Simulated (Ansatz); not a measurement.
The pair A = NH3 (SMILES N) (first 4 atoms), B = H2 (SMILES [H][H]); geometry from B3LYP-D3(BJ)/def2-TZVP.
(charge 0, multiplicity 1):
```xyz
6

N     -0.168    -0.111     0.059
H     -0.718     0.654    -0.314
H      0.748    -0.065    -0.371
H     -0.604    -0.974    -0.245
H     -0.009     0.010     2.669
H      0.036     0.045     3.415
```

Cores are frozen in the correlated methods. MP2 and its Hartree–Fock in aug-cc-pVQZ are density fitted.

Programs: Ansatz (an electronic-structure program) with Gaussian orbitals. Values without a source in brackets are computed.

The counterpoise-corrected interaction energy is E(AB) − E(A in the pair's basis) − E(B in the pair's basis). Total energies (hartree):

```
level                         AB  A in the pair's basis  B in the pair's basis
-------------------  -----------  ---------------------  ---------------------
HF/aug-cc-pVTZ       -57.3531360            -56.2202712             -1.1329400
MP2/aug-cc-pVTZ      -57.6265138            -56.4606435             -1.1649902
HF/aug-cc-pVQZ       -57.3572023            -56.2238999             -1.1333778
MP2/aug-cc-pVQZ      -57.6453271            -56.4777283             -1.1666556
CCSD(T)/aug-cc-pVTZ  -57.6542528            -56.4806384             -1.1726611
```

### Question
Work out the counterpoise-corrected interaction energy at the basis-set limit: extrapolate the MP2 correlation part as X⁻³, take Hartree–Fock from the larger set, and add the CCSD(T) − MP2 difference of aug-cc-pVTZ.

### Answer

1. Differences (1 hartree = 627.509 kcal/mol): HF/aug-cc-pVTZ 0.047; MP2/aug-cc-pVTZ -0.552; HF/aug-cc-pVQZ 0.047; MP2/aug-cc-pVQZ -0.592; CCSD(T)/aug-cc-pVTZ -0.598.
2. Correlation parts, MP2 less HF: -0.599 in aug-cc-pVTZ (X = 3), -0.639 in aug-cc-pVQZ (X = 4).
3. Limit (4³·(-0.639) − 3³·(-0.599))/(4³ − 3³) = -0.668; with HF/aug-cc-pVQZ it gives -0.621.
4. CCSD(T) less MP2 in aug-cc-pVTZ: -0.046.
Result: -0.67 kcal/mol, against -0.55 at MP2/aug-cc-pVTZ. It is an estimate of this method's limit, not of the exact value.
